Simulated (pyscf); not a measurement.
`[F][CH2][CH][Cl]` [doublet] → `[CH2][CH]([F])[Cl]` [doublet], a group migration (doublet surface; C–F broken, C–F formed). Optimised with ωB97X-D3(BJ)/def2-SVP in PySCF. MP2 and CC: frozen core, UHF for open shells. ΔMP2 is the change of the MP2 total energy from the triple- to the quadruple-zeta basis. Energies in kJ/mol from the reactant's lowest minimum found.

Small-basis levels: PySCF, no dispersion term, spherical d functions. Open shells are spin-unrestricted. 

Problem. In single points MP2/6-31G* puts the saddle at 188.9 kJ/mol and the reaction energy at -2.3 kJ/mol. Should these be trusted to within a few kcal/mol? Compare with CCSD(T)/def2-TZVPP + ΔMP2(QZVPP).

Solution. CCSD(T)/def2-TZVPP + ΔMP2(QZVPP) gives ΔE‡ = 149.7 kJ/mol and ΔE = +3.4 kJ/mol. MP2/6-31G* lies 39.2 kJ/mol over it in the barrier and 5.7 kJ/mol under it in the reaction energy, so on this step it does not hold to within 12.6 kJ/mol. CCSD(T)/def2-TZVPP + ΔMP2(QZVPP) has limits of its own. F–CH₂–CH•–Cl lies 21.0 kJ/mol over its isomer H₃C–C•(F)–Cl (electronic energy, ωB97M-D3(BJ)). •H₂C–CH(F)–Cl lies 25.1 kJ/mol over its isomer H₃C–C•(F)–Cl (electronic energy, ωB97M-D3(BJ)). One saddle was located; it need not be the lowest between these sides. The CCSD(T) − MP2 part came from Ansatz, without density fitting, on the same reference.
